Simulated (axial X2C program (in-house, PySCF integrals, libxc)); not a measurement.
## Ionising Sn₂

All values come from calculations with an axial X2C code built on PySCF integrals, spin-free (one-electron X2C) or two-component (2c: spin–orbit coupling with atomic mean-field Coulomb and Gaunt terms, which also bring small scalar terms), in Dyall basis sets with cores contracted in-house; open shells are unrestricted.

Basis sets: Sn dyall-cv3z. Frozen shells (counts by l): Sn₂ Sn 4s3p2d, 8 electrons correlated; Sn₂⁺ Sn 4s3p2d, 7 electrons correlated. Coupled cluster in natural virtuals with an MP2 remainder. Where the outer core of a metal is frozen, bonds come out longer and ionisation energies lower.

```
Hamiltonian    level       Sn₂ state  Re (Å)  ωe (cm⁻¹)  De (eV)
  spin-free       HF  M_S = 1, Λ = 0   2.719      215.7     0.90
  spin-free     PBE0  M_S = 1, Λ = 0   2.750      196.0     2.42
  spin-free      MP2  M_S = 1, Λ = 0   2.776      191.1     2.06
  spin-free     CCSD  M_S = 1, Λ = 0   2.770      195.8     2.01
  spin-free  CCSD(T)  M_S = 1, Λ = 0   2.788      188.5     2.16
```

Adiabatic ionisation energy (minimum to minimum, no zero-point term) and constants of Sn₂⁺:

```tsv
Hamiltonian	level	Sn₂⁺ state	IE (eV)	Re (Å)	ωe (cm⁻¹)	De (eV)	fragments
spin-free	HF	M_S = 3/2, Λ = 0	6.10	2.776	184.7	1.65	Sn+ + Sn
spin-free	PBE0	M_S = 3/2, Λ = 0	6.90	2.782	172.4	2.83	Sn+ + Sn
spin-free	MP2	M_S = 3/2, Λ = 0	6.73	2.785	179.9	2.48	Sn+ + Sn
spin-free	CCSD	M_S = 3/2, Λ = 0	6.79	2.801	174.1	2.40	Sn+ + Sn
spin-free	CCSD(T)	M_S = 3/2, Λ = 0	6.82	2.812	169.3	2.55	Sn+ + Sn
```

(1) Add the zero-point terms to the ionisation energy at CCSD(T), spin-free, and say whether the electron removed was bonding.

(2) Close the cycle De(Sn₂⁺) + IE(Sn₂) = De(Sn₂) + IE(Sn) to find the atomic ionisation energy at CCSD(T), spin-free.

Each entry is the lowest single determinant of a limited PBE0 search at one distance. De goes to single-determinant-based atoms at the same level (for ions the charge split of lowest energy) and is withheld (n/a) where an atom does not fit its ground term or J level. Main or longest-lived isotopes. One determinant is a doubtful description, or other states lie close, for Sn₂, Sn₂⁺; these need not be ground states, and all values refer to the states named.

Answers

(1) IE0 = IE + (ωe⁺ − ωe)/2 = 6.82 + (-0.001) = 6.82 eV. Re changes by 0.024 Å, so the bond lengthens, as on loss of a bonding electron.

(2) IE(Sn) = 2.55 + 6.82 − 2.16 = 7.21 eV, for the determinants used.
